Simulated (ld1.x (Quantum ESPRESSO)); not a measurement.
## Configuration tests for F (Z = 9) (TM)

F (Z = 9), norm-conserving Troullier–Martins (Kleinman–Bylander form), made with ld1.x (Quantum ESPRESSO) 7.5 (LDA (PZ), scalar-relativistic). Core [He], reference 2s2 2p3 (charge +2). Waves: 2p (bound): rc 1.55 bohr; 3d channel at 0.15 Ry: rc 1.25 bohr; 2s (bound): rc 0.70 bohr. Local part: the s channel. Core correction: none.

Energies are relative to the spin-unpolarised reference configuration 2s2 2p3; without spin polarisation the order of configurations can differ from experiment. Spin-polarised rows fill each open shell by Hund’s rule, majority spin first. The frozen-core shift is the all-electron ΔE with the core orbitals held at their reference shape minus the fully relaxed ΔE.

**Question.** Give the all-electron excitation energy and the error of the potential for: 2s2 2p5; 2s2 2p4; 2s2 2p2; 2s2 2p5.3; 2s2 2p1; 2s1 2p6; 2s1 2p5; 2s2 2p3 (spin-polarised); 2s2 2p5 (spin-polarised).

**Answer.**

```tsv
valence configuration	charge	ΔE all-electron (eV)	error AE − PS (meV)	frozen-core shift (meV)
2s2 2p5	0	-58.067	+255	+0.9
2s2 2p4	+1	-38.512	+116	+0.4
2s2 2p2	+3	60.732	+277	+1.5
2s2 2p5.3	-0.3	-60.793	+276	+0.9
2s2 2p1	+4	146.599	+1577	+10
2s1 2p6	0	-39.677	+590	+0.9
2s1 2p5	+1	-19.857	+383	+0.6
2s2 2p3 (spin-polarised)	+2	-5.101	+263	+5.9
2s2 2p5 (spin-polarised)	0	-58.447	+276	+1.2
```

Levels in the configuration 2s2 2p5 (spin-polarised):

```
  level  all-electron (eV)  pseudo (eV)
  2s up            -30.356      -30.202
  2p up            -11.986      -12.114
2s down            -28.791      -28.502
2p down            -10.468      -10.513
```
